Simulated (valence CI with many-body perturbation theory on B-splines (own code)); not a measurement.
# Se III in brief

Level of theory: valence CI with perturbative core correlation (CI+MBPT): four valence electrons over a frozen Dirac-Fock core [Ar] 3d10, radial functions for each j: 9 s, 9 p, 8 d, 6 f, 3 g, 1 h, with the one-electron correlation potential Σ1 (screened to all orders), the two-electron term Σ2, the three-electron term Σ3, Breit, model QED; selected single and double excitations, second order for the rest, scaled by the run's own slope (own B-spline code, finite nucleus).

Against 18 measured levels this calculation errs by 184 cm⁻¹ on average and by 348 at most. These come from a selection out of Moore, Atomic Energy Levels, vol. II, NSRDS-NBS 35 (1971 reprint of NBS Circular 467, 1952), an old analysis. Levels without a partner in it may be off by more. Among the levels kept, up to 430 cm⁻¹ of a level comes from second order outside the variational space, and about a tenth of that is noise between levels of different J, which matters for small intervals.

Rates and lifetimes use the calculated energies. Strong lines usually hold to 10 to 20 %, long lifetimes can be off by a factor of two.

(1) What is the ground level?

(2) Name the longest-lived excited levels whose lifetime is computed, and their main decay.

(3) Where does the other parity begin?

(4) How well does LS coupling describe the low levels?

(5) What are the static dipole polarisabilities of the lowest levels?

(6) Among levels below 156574 cm⁻¹, which E1 lines absorb most strongly from the ground level?

(7) How is the term 3P of the ground level split?

Answers

(1) 4s2 4p2 3P_0, composition 94 % 4s2 4p2 3P + 2 % 4s2 4p2 1S.

(2) 4s2 4p2 3P_1 at 1736 cm⁻¹ lives 10.8 s, mostly by M1 to 4s2 4p2 3P_0; 4s2 4p2 3P_2 at 3927 cm⁻¹ lives 7.30 s, mostly by M1 to 4s2 4p2 3P_1; 4s2 4p2 1D_2 at 13042 cm⁻¹ lives 504 ms, mostly by M1 to 4s2 4p2 3P_2.

(3) At 4s 4p3 5S°_2, 68204 cm⁻¹.

(4) Among the lowest 20 levels the leading LS term, summed over configurations, holds 97 % on average. For single configurations the figures are 86 % in LS and 67 % in jj coupling. Terms mix most in the J = 1 level at 126671 cm⁻¹, where the leading one holds 83 %.

(5) 4s2 4p2 3P_0 9.07; 4s2 4p2 3P_1 9.16; 4s2 4p2 3P_2 9.23 (tensor -0.035); 4s2 4p2 1D_2 9.40 bohr³, of which the core gives 0.360.

(6) to 4s2 4p 4d 3D°_1 at 71.87 nm, f = 2.10; to 4s2 4p 4d 3D°_1 at 71.13 nm, f = 0.431; to 4s2 4p 5s 3P°_1 at 78.94 nm, f = 0.277.

(7) J = 0 at 0.0, J = 1 at 1736, J = 2 at 3927 cm⁻¹.
